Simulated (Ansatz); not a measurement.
Basis-set extrapolation for C3H8AlN (`C[CH2][AlH][CH]=N`) (PBE0-D4/def2-TZVP geometry, frozen core, Ansatz 0.2.0). Multiplicity 1, RHF reference.

|  | def2-TZVPP | def2-QZVPP |
| --- | --- | --- |
| HF | -414.663446 | -414.678697 |
| MP2 correlation | -0.793830 | -0.845897 |
| CCSD(T) correlation | -0.878381 | not run |

Energies in hartree. Use E(X) = E(∞) + A·exp(−7.88·√X) for Hartree–Fock and E(X) = E(∞) + B·X^(−2.97) for correlation, with X = 3 and 4, and add CCSD(T) minus MP2 of the smaller set to the MP2 limit.

Task: What is the CCSD(T) energy at the basis-set limit?

Result: HF limit: -414.678697 + (-0.015251) × 0.13774 = -414.68080. MP2 limit: -0.845897 + (-0.052067) × 0.74074 = -0.88447. Higher-order term: -0.878381 − (-0.793830) = -0.08455. Total: -415.64982 hartree, 2.94 eV below CCSD(T)/def2-TZVPP.
